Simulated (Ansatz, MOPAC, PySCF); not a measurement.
Pair of molecules: CH4O (SMILES CO) (first 6 atoms) with CH2F2 (SMILES FCF); geometry from B3LYP-D3(BJ)/def2-TZVP, rigid monomers moved along the line of their centres of mass till O2···H11 is 4.10 Å.
(charge 0, multiplicity 1):
| atom | x (Å) | y (Å) | z (Å) |
|---|---|---|---|
| C | 0.3873 | -0.5809 | 0.4249 |
| O | 0.2626 | 0.7548 | 0.9094 |
| H | -0.2698 | -0.7641 | -0.4311 |
| H | 0.0922 | -1.2381 | 1.2403 |
| H | 1.4182 | -0.8170 | 0.1429 |
| H | 0.5396 | 1.3643 | 0.2184 |
| F | 0.1004 | -1.2348 | 5.6862 |
| C | 0.3613 | 0.0837 | 5.9484 |
| F | 1.5020 | 0.1496 | 6.6957 |
| H | -0.4637 | 0.4825 | 6.5411 |
| H | 0.5195 | 0.5979 | 5.0017 |

Monomers are frozen at their geometry in the pair; levels with a basis set take the counterpoise correction. Rows marked so take none.

Correlated levels freeze the cores. Rows in 3-21G, 6-31G*, STO-3G carry no dispersion term and start afresh at each structure (6-31G* with six Cartesian d functions). MP2/6-31G* freezes PySCF's default core. The state that AM1, PM6, PM7 reach isn't checked; PM7 holds dispersion and hydrogen-bond terms.

Run with Ansatz (Gaussian orbitals); MOPAC for AM1, PM6, PM7 (differences of heats of formation); PySCF for 3-21G rows, 6-31G* rows, STO-3G rows, the dispersion terms. Values without a source in brackets are computed.

Other levels give for the interaction energy: PBE/def2-TZVPPD -0.65; B3LYP/def2-TZVPPD -0.62; B3LYP-D3(BJ)/def2-TZVPPD -0.76; wB97M-V/def2-TZVPPD -0.80; CCSD(T)/aug-cc-pVDZ -0.79 kcal/mol.

Common cheap choices:

| level | interaction energy (kcal/mol) |
|---|---|
| AM1 | -0.49 |
| PM6 | -0.63 |
| PM7 | -0.89 |
| HF/STO-3G (no counterpoise) | -0.35 |
| HF/3-21G (no counterpoise) | -0.96 |
| HF/6-31G* | -0.78 |
| B3LYP/3-21G (no counterpoise) | -0.63 |
| MP2/6-31G* | -0.71 |

Ansatz is a quantum-chemistry and plane-wave program.
